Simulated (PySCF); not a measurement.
The dipole of `[SiH3]P([SiH3])[SiH2]CCl` from its density and from atomic charges.

Coordinates (PBE0-D3(BJ)/def2-SVP, Å) and charges (e) from the PBE0/pcSseg-1 density (PySCF):

```
atom       x       y       z  Mulliken      IAO  Hirshfeld  ESP-fitted
 Si1   1.414   2.782  -0.009   +0.3191  +0.4004    +0.2322     +0.4047
  P2   1.386   0.646  -0.773   -0.5240  -0.3258    -0.1164     -0.4078
 Si3  -0.436   0.031   0.413   +0.2928  +0.3939    +0.2467     +0.2837
 Si4   2.905  -0.285   0.604   +0.4541  +0.5751    +0.2687     +0.5314
  C5   4.631   0.188  -0.015   -0.4830  -0.5172    -0.1235     -0.4637
 Cl6   4.829   1.967   0.052   -0.1513  -0.0892    -0.0324     -0.1096
  H7  -0.005   3.256  -0.071   -0.0587  -0.1050    -0.0752     -0.0968
  H8   1.887   2.884   1.404   -0.0311  -0.1000    -0.0738     -0.0945
  H9   2.244   3.636  -0.903   -0.0286  -0.0852    -0.0734     -0.0640
 H10  -0.509  -1.462   0.436   -0.0458  -0.0922    -0.0707     -0.0581
 H11  -1.640   0.581  -0.275   -0.0323  -0.0874    -0.0678     -0.0394
 H12  -0.411   0.534   1.823   -0.0423  -0.1080    -0.0729     -0.0865
 H13   2.768   0.142   2.030   -0.0156  -0.1068    -0.0729     -0.1033
 H14   2.761  -1.772   0.515   -0.0341  -0.1011    -0.0726     -0.1045
 H15   4.783  -0.129  -1.057   +0.1928  +0.1751    +0.0513     +0.2099
 H16   5.422  -0.262   0.604   +0.1881  +0.1734    +0.0528     +0.1985
```

**Question.** Form Σ q r in debye for every column and set it beside the full dipole.

**Answer.** The full density gives (0.31, -1.41, 0.72) D, 1.61 D in size; dipole vectors point from the negative to the positive end.

```json
{"scheme": "Mulliken", "μx": "-1.32", "μy": "-1.61", "μz": "2.67", "size (D)": "3.38", "share of the full size (%)": "210", "angle to the full dipole (°)": "46"}
{"scheme": "IAO", "μx": "-0.74", "μy": "-1.63", "μz": "0.69", "size (D)": "1.92", "share of the full size (%)": "119", "angle to the full dipole (°)": "34"}
{"scheme": "Hirshfeld", "μx": "0.55", "μy": "-0.90", "μz": "-0.16", "size (D)": "1.06", "share of the full size (%)": "66", "angle to the full dipole (°)": "39"}
{"scheme": "ESP-fitted", "μx": "0.31", "μy": "-1.42", "μz": "0.70", "size (D)": "1.62", "share of the full size (%)": "100", "angle to the full dipole (°)": "1"}
```

**Question.** Which set comes closest?

**Answer.** Length of the difference vector: ESP-fitted 0.02 D, Hirshfeld 1.04 D, IAO 1.08 D, Mulliken 2.55 D. Closest: ESP-fitted. ESP charges are fitted to the potential around the molecule, whose slowest-falling term is the dipole's. 

**Question.** What is left for the Hirshfeld atoms' own dipoles?

**Answer.** The shares of the density sum to the whole, so what Σ q r misses lies in dipoles about the nuclei. The atomic dipoles sum to (0.31, -1.41, 0.72) − (0.55, -0.90, -0.16) = (-0.24, -0.51, 0.88) D, 1.04 D in size.

**Question.** With the origin at the mean of the coordinates, (2.002, 0.796, 0.299) Å, which are the largest single terms, by size, of the Mulliken dipole along the direction of the full one?

**Answer.** Si1 -3.04, Si4 +2.74, C5 -2.09, H16 +1.56, P2 +1.17 D; all 16 atoms together +2.34 D. The single terms depend on the origin, their sum doesn't.

**Question.** Give the size of the full dipole in other units.

**Answer.** 1.61 D = 0.635 au = 0.336 e·Å = 5.38 × 10⁻³⁰ C·m.

The structure is a single PBE0-D3(BJ)/def2-SVP conformer in the gas phase; no vibrational or solvent corrections.

Conformer computed: `[SiH3:1][P:2]([SiH3:3])[SiH2:4][CH2:5][Cl:6]`: Si1–P2–Si4–C5 -78°, P2–Si4–C5–Cl6 62°.
